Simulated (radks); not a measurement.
Problem. Species: the erbium ion Er20+. Configuration: [Kr] 4d10 4f2. All-electron calculation, non-relativistic Kohn-Sham, TPSS, spin-polarised, spherical densities, point nucleus; open shells are filled with parallel spins first (spin-orbit coupling, left out, can overturn this in heavy ions); meta-GGA in the generalised Kohn-Sham scheme; relativity is left out, which matters for an element this heavy. Program: a radial shooting solver on a logarithmic mesh with Libxc functionals. Some entries of the table are withheld. Estimate them.

orbital  occ.  eigenvalue (hartree)  r(max) (bohr)
1s down     1             -1984.818        0.01478
1s up       1             -1984.818        0.01478
2s up       1             -336.8565        0.08078
2s down     1             -336.8554        0.08078
2p up       3             -322.2688        0.06284
2p down     3             -322.2682        0.06284
3s up       1             -90.80882         0.2234
3s down     1             -90.74497         0.2233
3p up       3             -84.23530         0.2112
3p down     3             -84.17546         0.2111
3d up       5             -72.02903         0.1681
3d down     5             -71.98269         0.1680
4s up       1             -32.36304            (1)
4s down     1             -32.25925            (2)
4p up       3             -29.64674         0.4974
4p down     3             -29.54146         0.4974
4d up       5             -24.76621         0.4919
4d down     5             -24.65747         0.4920
4f up       2             -18.60586         0.4386
4f down     0             -18.48676         0.4392

Solution. 
(1) 4s up r(max) (bohr): 0.4965
(2) 4s down r(max) (bohr): 0.4965
